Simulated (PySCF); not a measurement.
# NMR data sheet: C6H13PS

```yaml
Formula: C6H13PS
SMILES: C=C[P@@](C)(=S)C(C)C
Point_group_of_the_computed_structure: C1
Carbon_signals: 6
Proton_signals: 7
```

Molfile (atoms numbered from 1):
```
C6H13PS
     RDKit          3D

 21 20  0  0  0  0  0  0  0  0999 V2000
    2.5951   -1.0744   -0.8660 C   0  0  0  0  0  0  0  0  0  0  0  0
    1.8803   -0.5024    0.1024 C   0  0  0  0  0  0  0  0  0  0  0  0
    0.4210    0.5088   -0.2762 P   0  0  1  0  0  5  0  0  0  0  0  0
    0.7599    2.0789    0.5847 C   0  0  0  0  0  0  0  0  0  0  0  0
    0.0396    0.7078   -2.1839 S   0  0  0  0  0  0  0  0  0  0  0  0
   -0.9405   -0.2925    0.6891 C   0  0  0  0  0  0  0  0  0  0  0  0
   -1.1690   -1.7053    0.1671 C   0  0  0  0  0  0  0  0  0  0  0  0
   -2.2058    0.5540    0.6175 C   0  0  0  0  0  0  0  0  0  0  0  0
    2.2996   -0.9345   -1.9130 H   0  0  0  0  0  0  0  0  0  0  0  0
    3.4767   -1.6843   -0.6477 H   0  0  0  0  0  0  0  0  0  0  0  0
    2.1474   -0.6209    1.1604 H   0  0  0  0  0  0  0  0  0  0  0  0
    0.9417    1.9182    1.6584 H   0  0  0  0  0  0  0  0  0  0  0  0
   -0.0945    2.7546    0.4437 H   0  0  0  0  0  0  0  0  0  0  0  0
    1.6456    2.5326    0.1192 H   0  0  0  0  0  0  0  0  0  0  0  0
   -0.5754   -0.3323    1.7325 H   0  0  0  0  0  0  0  0  0  0  0  0
   -0.2686   -2.3303    0.2604 H   0  0  0  0  0  0  0  0  0  0  0  0
   -1.9841   -2.1909    0.7256 H   0  0  0  0  0  0  0  0  0  0  0  0
   -1.4467   -1.6722   -0.8980 H   0  0  0  0  0  0  0  0  0  0  0  0
   -2.4993    0.7072   -0.4327 H   0  0  0  0  0  0  0  0  0  0  0  0
   -2.0773    1.5420    1.0842 H   0  0  0  0  0  0  0  0  0  0  0  0
   -3.0320    0.0454    1.1380 H   0  0  0  0  0  0  0  0  0  0  0  0
  1  2  2  0
  2  3  1  0
  3  4  1  1
  3  5  2  0
  3  6  1  0
  6  7  1  0
  6  8  1  0
  1  9  1  0
  1 10  1  0
  2 11  1  0
  4 12  1  0
  4 13  1  0
  4 14  1  0
  6 15  1  0
  7 16  1  0
  7 17  1  0
  7 18  1  0
  8 19  1  0
  8 20  1  0
  8 21  1  0
M  END
```

Calculated, not measured (PySCF 2.14): structure optimised with PBE0-D3(BJ)/def2-SVP, shielding tensors at CAM-B3LYP/pcSseg-1 (GIAO). One conformer, one averaged value for each set of equivalent atoms, non-relativistic Hamiltonian, isolated molecule.

Scale: TMS for 1H, 13C; 31P against H3PO4; 33S vs CS2 (reference shieldings calculated alike).

| carbon | δC, type | δH (multiplicity) | HMBC from (2–3 bonds) | span of the C tensor (ppm) |
| --- | --- | --- | --- | --- |
| C1 | 150.4, CH2 | H9 7.05 (m); H10 6.56 (m) | H11 | 275 |
| C2 | 142.9, CH | 6.09 (m) | H9, H10, H12/H13/H14, H15 | 231 |
| C4 | 21.6, CH3 | 1.37 (m) | H11, H15 | 45 |
| C6 | 32.7, CH | 1.28 (m) | H11, H12/H13/H14, H19/H20/H21, H16/H17/H18 | 20 |
| C7 | 16.3, CH3 | 0.95 (m) | H15, H19/H20/H21 | 34 |
| C8 | 15.6, CH3 | 1.15 (m) | H15, H16/H17/H18 | 32 |

Other nuclei:
| atoms | nucleus | environment | δ (ppm) | σ (ppm) |
| --- | --- | --- | --- | --- |
| P3 | 31P | phosphorus bonded to 3 C, S | 33.1 | 266.1 |
| S5 | 33S | sulfur bonded to P | -328 | 815.0 |

- δC 150.4: terminal =CH2 carbon; as expected for a trigonal carbon in a double bond.
- δC 142.9: alkene CH; an sp2 carbon of a C=C bond.
- δC 16.3, 15.6: methyl carbon; saturated and bonded to C and H only.
- δH 7.05, 6.56: hydrogen on a terminal =CH2 carbon; olefinic region.
- δH 6.09: hydrogen on an alkene CH; olefinic region.

Splittings by 31P in the carbon and heteronuclear signals aren't shown, as no couplings were computed. Shifts are as computed, not scaled to solution data. Of 1211 compounds with measured shifts, 218 miss one by over three times the rms of a fit or turn the order of signals round; such compounds aren't used in these exercises. Experimental scales use liquid or dissolved standards, which lie at an offset from isolated H3PO4. Multiplicities follow the n + 1 count of equivalent neighbours, as no J values were calculated; m marks all less simple cases, F and P coupling included.
